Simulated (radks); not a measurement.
Valence configurations of In I (all share [Kr]). Calculated with a radial shooting solver on a logarithmic mesh with Libxc functionals: scalar-relativistic Kohn-Sham, BLYP, spin-polarised, spherical densities, finite nucleus; open shells are filled with parallel spins first (spin-orbit coupling, left out, can overturn this in heavy ions); Fermi nuclear charge, rms radius 4.6156 fm. Order these by energy: 4d10 5s1.5 5p1.5; 4d10 5s1 5p2; 4d10 5s0.5 5p2.5; 4d9 5s2 5p2; 4d9 5s1 5p3; 4d10 5p3; 4d8 5s2 5p3; 4d10 5s2 5p1.

Answer. From the lowest, in eV above it: 4d10 5s2 5p1 0.000; 4d10 5s1.5 5p1.5 2.559; 4d10 5s1 5p2 4.959; 4d10 5s0.5 5p2.5 8.016; 4d10 5p3 11.125; 4d9 5s2 5p2 17.552; 4d9 5s1 5p3 22.746; 4d8 5s2 5p3 38.751. NIST lists [Kr] 4d10 5s2 5p1 as the ground configuration; this level of theory agrees among the configurations tried. The energies are those of spherical high-spin densities, not of single terms.
